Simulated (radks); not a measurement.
Values are calculated unless marked as measured or tabulated.
Task: Ionisation of neutral nitrogen, [He] 2s2 2p3, to N+, [He] 2s2 2p2, under several functionals. Non-relativistic Kohn-Sham, spin-unpolarised, spherical densities, point nucleus; a radial shooting solver on a logarithmic mesh with Libxc functionals. Known Delta-SCF values: MS2 meta-GGA 13.517 eV; revTPSS 13.517 eV; r2SCAN 13.655 eV. What does BP86 give, and what is its highest occupied eigenvalue?

Result: 13.685 eV by Delta-SCF; the 2p eigenvalue is -7.192 eV. NIST: 14.534 eV (measured).

Beside tabulated values, note that spin-unpolarised runs miss the spin-polarisation part of the exchange energy of open shells.
